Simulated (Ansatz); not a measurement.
Ansatz results at the PBE0-D4/def2-TZVP geometry: HOMO energy (B3LYP/def2-TZVPP) -7.00 eV; HOMO–LUMO gap (PBE/def2-TZVPP) 4.89 eV; HOMO energy (PBE/def2-TZVPP) -6.11 eV.

Each molecule was computed in one conformer, which needn't be the lowest.

Problem. Which molecule gave them?
A. `CB(O)[SiH]1CO1`
B. `C=NC(N)(F)F`
C. `O[SiH]([SiH3])[SeH]`
D. `C[SiH](N)[CH2][AlH2]`

Solution. C. The others give `C[SiH](N)[CH2][AlH2]`: -6.89, 3.67, -5.75; `C=NC(N)(F)F`: -7.92, 4.43, -6.59; `CB(O)[SiH]1CO1`: -7.07, 3.74, -6.07.

B3LYP here is the variant with VWN-RPA as its local correlation; programs differ in this.
